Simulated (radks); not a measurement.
The numbers below are computed, except where a source is named.
Question: Ionisation of the silver ion Ag+, [Kr] 4d10, to Ag2+, [Kr] 4d9, under several functionals. Dirac Kohn-Sham, spin-unpolarised, spherical densities, point nucleus; open shells fill j = l - 1/2 first; a radial shooting solver on a logarithmic mesh with Libxc functionals. Known Delta-SCF values: exchange-only B88 20.763 eV; RPBE 21.781 eV. What does LDA (Slater exchange, Perdew-Zunger correlation) give, and what is its highest occupied eigenvalue?

Answer: 22.135 eV by Delta-SCF; the 4d5/2 eigenvalue is -15.693 eV. NIST: 21.484 eV (measured).

Beside tabulated values, note that spin-unpolarised runs miss the spin-polarisation part of the exchange energy of open shells.
